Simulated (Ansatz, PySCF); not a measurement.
System: GeIF2 (charge 0, doublet). SMILES: [F][Ge]([I])[F]
Geometry: optimised at B3LYP-D3(BJ)/def2-TZVP (Ansatz, a first-principles code).

Wanted: size of the dipole moment, in D. Terms: six Cartesian d functions in 6-31G* and its kin unless marked 5d; def2 sets with scalar-relativistic core potentials past Kr; LANL2DZ with its own core potentials from Na on; dispersion terms only where a functional's name holds one; STO-3G and 3-21G all-electron and non-relativistic; spin-orbit terms left out; open shells spin-unrestricted. First-principles rows: single points at B3LYP-D3(BJ) geometries (Ansatz).

```json
[
 {"level": "SVWN5/6-31G* with LANL2DZ past Ar", "program": "Ansatz", "size of the dipole moment (D)": "1.68"},
 {"level": "PBE/STO-3G", "program": "Ansatz", "size of the dipole moment (D)": "2.00"},
 {"level": "PBE/3-21G", "program": "Ansatz", "size of the dipole moment (D)": "1.34"},
 {"level": "PBE/LANL2DZ", "program": "Ansatz", "size of the dipole moment (D)": "2.30"},
 {"level": "PBE/def2-SVP", "program": "Ansatz", "size of the dipole moment (D)": "1.73"},
 {"level": "PBE/6-31G* with LANL2DZ past Ar", "program": "Ansatz", "size of the dipole moment (D)": "1.66"},
 {"level": "BLYP/6-31G* with LANL2DZ past Ar", "program": "Ansatz", "size of the dipole moment (D)": "1.66"},
 {"level": "BP86/def2-SVP", "program": "PySCF", "size of the dipole moment (D)": "1.73"},
 {"level": "BP86/6-31G* with LANL2DZ past Ar (5d)", "program": "PySCF", "size of the dipole moment (D)": "1.68"},
 {"level": "B3LYP/3-21G", "program": "Ansatz", "size of the dipole moment (D)": "1.65"},
 {"level": "B3LYP/LANL2DZ", "program": "Ansatz", "size of the dipole moment (D)": "2.63"},
 {"level": "B3LYP/6-31G* with LANL2DZ past Ar", "program": "Ansatz", "size of the dipole moment (D)": "1.96"},
 {"level": "PBE0/6-31G* with LANL2DZ past Ar", "program": "Ansatz", "size of the dipole moment (D)": "2.03"}
]
```

No value to compare with is used here. The 13 habitual levels span 1.34 (PBE/3-21G) to 2.63 D (B3LYP/LANL2DZ).

The levels are drawn from those run, B3LYP/6-31G* more often than the rest, none by its result; left out are runs that failed, that the program found above a lower state of the same kind, or whose <S^2> lies over 0.5 above the pure value.
